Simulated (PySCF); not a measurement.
# How methods differ on the interval between two levels of La²⁺

La²⁺ [Xe] 5d1 [2D5/2, M_J = 5/2] → La²⁺ [Xe] 6s1 [2S1/2, M_J = 1/2], as a difference of total energies. All numbers are calculated (PySCF 2.14, the two-component X2C-1e Hamiltonian, in x2c-TZVPall-2c with one added diffuse shell each of s, p, d type (12s12p11d2f, 117 functions)). Correlated levels: [Ar] 3d10 frozen; the 18 highest virtual spinors dropped. "Screened" scales the spin-orbit matrix elements by Boettger's factors to mimic the two-electron term; Breit and QED terms are absent.

```tsv
method	interval between two levels (cm⁻¹)
GHF (screened spin-orbit)	11371
GMP2 (screened spin-orbit)	8004.9
```
